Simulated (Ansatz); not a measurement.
Species: SnF, charge 0, multiplicity 2. SMILES: [F][Sn]
Geometry: optimised at B3LYP-D3(BJ)/def2-TZVP (Ansatz, a first-principles code).

Quantity: vertical ionisation energy (to the singlet state of charge +1; each state is the SCF solution reached for its spin), in eV. Valence correlation only, unless marked. UHF or UKS for open shells. Spin-orbit coupling is left out. The frozen core is the preceding noble-gas configuration, with the filled d and f shells of earlier blocks. Past Kr the def2 sets carry scalar-relativistic core potentials. Basis-set limits of correlation are two-point, X^-3; Hartree-Fock from the larger set.

```json
[
 {"level": "SVWN5/def2-TZVPD", "program": "Ansatz", "vertical ionisation energy (eV)": "7.23"},
 {"level": "PBE/def2-TZVPD", "program": "Ansatz", "vertical ionisation energy (eV)": "7.08"}
]
```

Task: Estimate the value at CCSD(T)/CBS(def2-TZVPPD,def2-QZVPPD) as computed with Ansatz.

Result: 7.12 eV, so PBE/def2-TZVPD differs from it by -0.04 eV.
